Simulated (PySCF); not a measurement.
C3H10O3Sn, singlet, geometry from GFN2-xTB (such geometries of metal compounds can be far from the true shape) (all electrons, no relativity). Base run: BLYP/STO-3G in PySCF.

The PySCF input:
```python
from pyscf import gto, scf, dft

mol = gto.M(
    atom='''
C    -1.93712392   -1.72564346   -0.73818810
C    -1.78776819   -0.30907281   -0.23905623
C    -2.30365613    0.72259088   -1.21256626
Sn    0.37015102    0.09418853    0.19716000
O     1.48819454    0.27960780   -1.43840828
O     1.29573826   -1.32453165    1.24115640
O     0.75610868    1.75423431    1.22525043
H    -1.45934360   -1.84975476   -1.70722378
H    -1.50390181   -2.44074845   -0.04189228
H    -2.99761302   -1.95472921   -0.84807005
H    -2.25986947   -0.19027627    0.73711375
H    -3.36376630    0.54188265   -1.39358664
H    -1.77934704    0.66003138   -2.16358381
H    -2.19256116    1.73049569   -0.81875808
H     2.14767988   -0.40904667   -1.51568851
H     1.56950665   -1.02929775    2.10885310
H     1.18262288    2.43028568    0.69971101
''',
    basis='sto-3g',
    verbose=4,
)

mf = dft.RKS(mol)
mf.xc = 'blyp'
mf.kernel()
mf.analyze()
```

The base run was repeated with changes; each row names its change, and settings that it needs were set with it.

```tsv
change	ΔE vs base (mEh)	grid points	electrons on the grid	outcome
base	0.000	204640	101.99999	converged
grids.atom_grid = (30, 110)	-151.8	41832	102.00314	converged
grids.radi_method = gauss_chebyshev	0.000	199808	101.99999	converged
grids.atom_grid = (50, 194)	0.138	111752	102.00015	converged
grids.prune = dft.gen_grid.sg1_prune	-	-	-	input refused
grids.level = 4	0.010	359816	102.00000	converged
grids.atom_grid = (150, 974)	0.008	1369624	102.00000	converged
grids.becke_scheme = stratmann	0.002	204640	101.99999	converged
grids.level = 0	-70.507	15552	102.00996	converged
grids.atom_grid = (75, 302)	0.055	246272	101.99997	converged
grids.atom_grid = (99, 590)	0.010	548336	102.00000	converged
```

- grids.prune = dft.gen_grid.sg1_prune: ended with `IndexError: index 50 is out of bounds for axis 0 with size 19`
